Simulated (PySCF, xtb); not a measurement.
C3H10OSi2, SMILES [SiH2](O)[C@H](C=C)[SiH3]. The values are those of a single conformer.

Harmonic wavenumbers (cm⁻¹) from xtb with GFN2-xTB at its own minimum, in rising order: 43, 72, 115, 131, 170, 237, 250, 300, 393, 498, 515, 542, 599, 612, 670, 755, 770, 772, 785, 798, 812, 836, 868, 906, 959, 1020, 1111, 1119, 1222, 1314, 1419, 1694, 2228, 2238, 2247, 2261, 2334, 2939, 3019, 3094, 3117, 3671.

What does PBE-D3(BJ)/def2-SVP (PySCF 2.14.0) give at its own minimum? (An estimate is asked for; the answer gives what the named calculation found.)

36, 73, 112, 158, 176, 220, 226, 299, 387, 540, 553, 607, 619, 682, 700, 790, 805, 861, 871, 876, 901, 907, 912, 918, 932, 977, 1025, 1090, 1162, 1273, 1376, 1651, 2141, 2160, 2170, 2175, 2194, 2972, 3040, 3072, 3172, 3768. Paired by order, the mean absolute difference is 47 cm⁻¹ and the zero-point energies are 70.7 and 70.9 kcal/mol.
